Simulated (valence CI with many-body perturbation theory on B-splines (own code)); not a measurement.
## From CI to CI+MBPT in Nb35+

Computed by configuration interaction combined with many-body perturbation theory (CI+MBPT): four valence electrons over a frozen Dirac-Fock core [He], radial functions for each j: 11 s, 11 p, 9 d, 7 f, 5 g, 2 h, 1 i, with the one-electron correlation potential Σ1 (screened to all orders), the two-electron term Σ2, the three-electron term Σ3, Breit, model QED; selected single and double excitations, second order for the rest (own B-spline code, finite nucleus).

No measured spectrum was set against this ion. As an estimate, large intervals hold to a few tenths of a per cent, small ones and those within an open d or f shell to about a per cent. Among the levels kept, up to 270 cm⁻¹ of a level comes from second order outside the variational space, and about a tenth of that is noise between levels of different J, which matters for small intervals.

Each rung adds one term. CI alone is the Dirac-Coulomb CI over the frozen core; QED comes last and gives the full result, which names the levels. Energies are above (2s^2 2p1/2^2) J=0 on the same rung, in Ry.

Levels are named by their leading jj configuration (3d3/2^4 stands for four electrons in 3d with j = 3/2), which in mixed levels can hold well under half, so a name can repeat and another be missing. Letters in brackets count levels of one name in rising energy.

| Level | CI alone |
| --- | --- |
| (2s^2 2p1/2 2p3/2) J=1 | 6.925 |
| (2s^2 2p1/2 2p3/2) J=2 | 7.903 |
| (2s^2 2p3/2^2) J=2 | 15.402 |
| (2s 2p1/2^2 2p3/2) J=2 | 15.949 |
| (2s^2 2p3/2^2) J=0 | 17.373 |
| (2s 2p1/2^2 2p3/2) J=1 | 19.407 |
| (2s 2p1/2 2p3/2^2) J=2 [a] | 22.808 |
| (2s 2p1/2 2p3/2^2) J=3 | 24.656 |
| (2s 2p1/2 2p3/2^2) J=0 | 26.294 |
| (2s 2p1/2 2p3/2^2) J=1 [a] | 26.987 |
| (2s 2p1/2 2p3/2^2) J=2 [b] | 27.769 |
| (2s 2p1/2 2p3/2^2) J=1 [b] | 28.200 |
| (2s 2p3/2^3) J=2 | 33.759 |
| (2s 2p3/2^3) J=1 | 36.670 |
| (2p1/2^2 2p3/2^2) J=2 | 38.095 |
| (2p1/2^2 2p3/2^2) J=0 | 40.249 |

Task: What do these energies become with core correlation, Breit and QED?

Result: (2s^2 2p1/2 2p3/2) J=1 6.784 (-0.1413); (2s^2 2p1/2 2p3/2) J=2 7.666 (-0.2373); (2s^2 2p3/2^2) J=2 15.070 (-0.3319); (2s 2p1/2^2 2p3/2) J=2 15.704 (-0.2447); (2s^2 2p3/2^2) J=0 17.140 (-0.2338); (2s 2p1/2^2 2p3/2) J=1 19.202 (-0.2053); (2s 2p1/2 2p3/2^2) J=2 [a] 22.489 (-0.3183); (2s 2p1/2 2p3/2^2) J=3 24.184 (-0.4721); (2s 2p1/2 2p3/2^2) J=0 26.027 (-0.2670); (2s 2p1/2 2p3/2^2) J=1 [a] 26.651 (-0.3365); (2s 2p1/2 2p3/2^2) J=2 [b] 27.339 (-0.4295); (2s 2p1/2 2p3/2^2) J=1 [b] 27.866 (-0.3337); (2s 2p3/2^3) J=2 33.280 (-0.4793); (2s 2p3/2^3) J=1 36.192 (-0.4778); (2p1/2^2 2p3/2^2) J=2 37.676 (-0.4190); (2p1/2^2 2p3/2^2) J=0 39.928 (-0.3208).

Task: How does the ionisation energy move along the ladder, and which term matters most?

Result: CI alone 4827.8, + Σ1 4828.1, + Σ2 4828.1, + Σ3 4828.0, + Breit 4822.7, + QED 4822.9 eV. The largest step is Breit, -5.3 eV. NIST lists 4815 ± 5 eV (semi-empirical).
